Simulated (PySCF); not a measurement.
Computed Raman spectrum (relative Raman activity) of a molecule F₂H₅NSi₂. The structure is a stationary point at PBE0-D3(BJ)/def2-SVP. The values are those of a single conformer. Computed with PBE0-D3(BJ)/def2-SVP in PySCF 2.14.0. Frequencies are harmonic and unscaled.

| ν (cm⁻¹) | relative intensity |
|---|---|
| 622 | 6.6 |
| 721 | 4.8 |
| 787 | 4.4 |
| 826 | 2.7 |
| 897 | 3.0 |
| 929 | 9.1 |
| 949 | 3.3 |
| 963 | 9.1 |
| 1010 | 4.4 |
| 2231 | 43 |
| 2237 | 100 |
| 2257 | 32 |
| 2351 | 37 |
| 3601 | 39 |

Problem. Pick the molecule that these values belong to.
(A) F[SiH2]N[SiH2]F
(B) N[SiH2][SiH](F)F
(C) N[Si](F)(F)[SiH3]
(D) F[SiH](F)N[SiH3]

Solution. D, F[SiH](F)N[SiH3]
